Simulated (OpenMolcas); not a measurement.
V4+ (d1) in a complex was computed by CASSCF with the d shell active (OpenMolcas, ANO-RCC-VTZP on the metal). Its lowest spin-free states, and all those of the highest spin:

```json
{"2S+1": "2", "Degeneracy": "2", "E (cm-1)": "0.0"}
{"2S+1": "2", "Degeneracy": "1", "E (cm-1)": "965.5"}
{"2S+1": "2", "Degeneracy": "1", "E (cm-1)": "12559"}
{"2S+1": "2", "Degeneracy": "1", "E (cm-1)": "19028"}
```

Problem. Is the site octahedral, tetrahedral or cube-like, axial, or of lower symmetry?

Solution. The states with 2S+1 = 2 have orbital degeneracies 2, 1, 1, 1. There are pairs but no triples, so the site is axial: not cubic, but with a proper or improper axis of order three or more. The run had V4+ with 6 ligands (bromide) in tetragonal octahedral coordination (D4h) at 2.38 Å, the axial distance 2.594 Å. A charge of +0.333 e stands 2.6 Å behind each ligand. Ligand basis ANO-RCC-VDZP.

An orbital doublet at a regular site is open to a Jahn-Teller distortion, which this geometry leaves out. The least metal-like active orbital is 71 % on the metal (Löwdin) and no ligand orbital is active, so the numbers are rough. Ligand-to-metal charge-transfer states are missing. This ion would oxidise such ligands; the complex is a model and need not exist. With metal d orbitals alone and no dynamic correlation the field as a rule comes out too small, by tens of per cent, by up to half for chloride and softer ligands. The distance lies 4 % under the 2.49 Å that this model takes as the normal distance (a Shannon-type radius plus a fixed donor radius); by an R⁻⁵ law this alone changes a d-shell field by about +25 %. No measured value stands beside these numbers; the geometry was imposed, not optimised, and the real ion may take another.
